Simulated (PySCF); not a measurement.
Correlation energy of Co⁺ (cobalt, charge +1)

[Ar] 3d7 4s1, high-spin 5F determinant (an excited configuration). All numbers are calculated (PySCF 2.14, no relativity, point nucleus, in def2-TZVPPD (6s6p4d2f1g, 67 functions)). Frozen: [Ar]; 8 electrons correlated.

MP2 pair energies summed by pair of shells (mhartree):

```tsv
pair	energy	share (%)
3d-3d	-182.26	90.4
3d-4s	-19.34	9.6
```

Total MP2 correlation energy: -201.60 mhartree.

Same-spin part -90.60 and opposite-spin part -111.00 mhartree; SCS-MP2 scales them by 1/3 and 6/5 to -163.40 mhartree.
